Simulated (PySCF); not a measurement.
**Basis and Hamiltonian dependence of the ionisation energy of Sn²⁺**

Sn²⁺ [Kr] 4d10 5s2 (1S) → Sn³⁺ [Kr] 4d10 5s1 (2S). All values are computed (PySCF 2.14, energy differences of UHF-based or UKS calculations, no spin-orbit coupling). Values in eV.

```csv
basis,Hamiltonian,functions,UHF,LDA,PBE0,MP2 (valence),CCSD(T) (valence),CCSD(T) (valence and next inner shell)
cc-pVDZ-PP with ECP28MDF,ECP,23,28.543,n/a,n/a,29.135,29.428,n/a
def2-SVP with the def2 core potential (28 electrons),ECP,26,28.557,31.296,n/a,29.151,29.439,n/a
aug-cc-pVDZ-PP with ECP28MDF,ECP,32,28.553,31.270,30.436,29.152,29.442,n/a
cc-pVTZ-PP with ECP28MDF,ECP,39,28.537,n/a,30.422,29.208,29.465,n/a
def2-TZVPPD with the def2 core potential (28 electrons),ECP,56,28.541,31.300,30.436,29.224,29.481,30.300
x2c-TZVPPall,spin-free X2C,60,28.541,31.177,30.358,29.208,29.464,30.316
"aug-cc-pVTZ-PP with one added diffuse shell each of d, f type with ECP28MDF",ECP,67,28.537,31.280,30.421,29.210,29.466,n/a
ANO-RCC-VTZP,spin-free X2C,68,28.535,31.130,30.321,29.170,29.421,30.335
"x2c-TZVPPall with one added diffuse shell each of s, p, d, f type",spin-free X2C,76,28.542,31.172,30.355,29.212,29.467,30.320
aug-cc-pwCVTZ-PP with ECP28MDF,ECP,96,28.533,31.283,30.425,29.234,29.480,30.444
aug-cc-pVQZ-DK3,spin-free X2C,102,28.522,31.142,30.325,29.223,29.462,n/a
"aug-cc-pVQZ-PP with one added diffuse shell each of s, p, d, f, g type with ECP28MDF",ECP,117,28.535,31.279,30.421,29.245,29.484,n/a
aug-cc-pV5Z-PP with ECP28MDF,ECP,139,28.534,31.280,30.422,29.259,n/a,n/a
```

Q: Estimate the row for aug-cc-pVQZ-PP with ECP28MDF (ECP, 92 functions).

A: From the rows with the same Hamiltonian and similar size; the calculation gives UHF 28.54; LDA 31.28; PBE0 30.42; MP2 (valence) 29.24; CCSD(T) (valence) 29.48 (eV).

Extrapolation of MP2 (valence) from aug-cc-pVQZ-PP with ECP28MDF and aug-cc-pV5Z-PP with ECP28MDF: the correlation parts are 0.709 and 0.725 eV; with the X⁻³ form and unrounded values, (5³ × 0.725 − 4³ × 0.709)/(5³ − 4³) = 0.741 eV, and adding the Hartree-Fock value 28.534 eV of the larger basis gives 29.276 eV.

Frozen in the all-electron rows: valence and next inner shell: [Ar] 3d10; valence: [Kr] 4d10; with a core potential, the same shells as far as they lie outside it.

Reference for a calculation without spin-orbit coupling: 30.506 eV (measured, between term centres; NIST).
